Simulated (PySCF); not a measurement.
Electron correlation in Cr⁺ (chromium, charge +1)

[Ar] 3d4 4s1, 4s spin antiparallel (an excited configuration). All numbers are calculated (PySCF 2.14, no relativity, point nucleus, in aug-cc-pwCVTZ (10s9p7d4f3g, 127 functions)). Frozen: [Ne]; 13 electrons correlated.

MP2 pair energies summed by pair of shells (mhartree):

```
 pair   energy  share (%)
3p-3d  -171.58       38.3
3p-3p  -117.58       26.2
3s-3p   -46.92       10.5
3d-3d   -45.29       10.1
3s-3d   -31.15        6.9
3d-4s   -17.53        3.9
3p-4s   -10.36        2.3
3s-3s    -6.97        1.6
3s-4s    -0.83        0.2
```

Total MP2 correlation energy: -448.21 mhartree.

Same-spin part -144.11 and opposite-spin part -304.10 mhartree; SCS-MP2 scales them by 1/3 and 6/5 to -412.96 mhartree.
